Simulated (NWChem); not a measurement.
Two isomers of C₂H₄BFO₂, each optimised at PBE0/def2-SVP with NWChem. Flexible species stand in one conformer each, which need not be the lowest. 

A: O1B(COC1)F
B: O(C(=O)C)BF

**Question.** Which is lower in energy, by how much, and how do their other properties compare?

**Answer.** B is lower by 10.0 kcal/mol in electronic energy; with zero-point energies, B − A = -12.9 kcal/mol.
|  | A | B |
|---|---|---|
| highest occupied level (eV) | -7.70 | -8.32 |
| orbital gap (eV) | 8.43 | 7.66 |
| dipole (D) | 1.04 | 2.70 |
| highest harmonic frequency (cm⁻¹) | 3129 | 3221 |
| zero-point energy (kcal/mol) | 45.5 | 42.6 |
